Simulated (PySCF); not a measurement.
Electric field gradients and quadrupole coupling constants

(FAlPH)3 ring, Al3F3H3P3.
Z-matrix (Å and degrees, PBE0-D3(BJ)/def2-SVP geometry), rows numbered from 1:
```
Al
F   1  1.6743
P   1  2.3141  2  113.27
Al  3  2.3107  1   83.40  2   100.22
F   4  1.6656  3  119.06  1   151.62
P   4  2.3239  3  123.57  1   -20.89
Al  6  2.3233  4   89.04  3    72.73
F   7  1.6661  6  116.45  4    98.90
P   7  2.3095  6  123.65  4   -73.14
H   3  1.4369  1   94.87  2  -173.73
H   6  1.4401  4   90.63  3   -18.21
H   9  1.4366  1   94.98  2   173.52
```

Field gradients from the PBE0/pcSseg-1 (pcSseg-2 on Al) density (PySCF, non-relativistic), principal values in atomic units, ordered |Vxx| ≤ |Vyy| ≤ |Vzz|:

| atom | Vxx | Vyy | Vzz |
| --- | --- | --- | --- |
| Al1 | -0.4196 | -0.5476 | 0.9672 |
| Al4 | -0.4515 | -0.5394 | 0.9909 |
| Al7 | -0.4450 | -0.5436 | 0.9885 |

Question: Find the asymmetry η = (Vxx − Vyy)/Vzz and the couplings χ = eQV/h (234.96 MHz × Q in barn × V in au), with Q(27Al) = 0.1466 b.

Answer: 
```csv
atom,environment,nucleus,η,χzz (MHz),χxx (MHz),χyy (MHz)
Al1,aluminium bonded to F and 2 P,27Al,0.13,33.32,-14.45,-18.86
Al4,aluminium bonded to F and 2 P,27Al,0.09,34.13,-15.55,-18.58
Al7,aluminium bonded to F and 2 P,27Al,0.10,34.05,-15.33,-18.72
```

The tensor is traceless: Vxx + Vyy + Vzz = 0.

Question: What is Vzz at Al4 in SI units (1 au = 9.71736 × 10²¹ V/m²)?

Answer: 0.9909 au = 9.629 × 10²¹ V/m².

Question: What couplings would deuterons (Q(2H) = 0.00286 b) have in place of the hydrogens, at this geometry?

Answer: 
| atom | bonded to | bond length (Å) | Vzz (au) | η | χzz (kHz) |
| --- | --- | --- | --- | --- | --- |
| H10 | P3 | 1.437 | 0.1681 | 0.02 | 113 |
| H11 | P6 | 1.440 | 0.1563 | 0.05 | 105 |
| H12 | P9 | 1.437 | 0.1684 | 0.02 | 113 |

Geometry: PBE0-D3(BJ)/def2-SVP, one conformer, isolated molecule. These gradients aren't converged with respect to the basis.

These values come from a run that also computed NMR shieldings. On an AMD EPYC with one thread, shared host with 64 logical CPUs at a one-minute load of 59, this took 2.7 min wall (with the writing of density and orbital grids) and 1.3 GiB of memory at its peak.
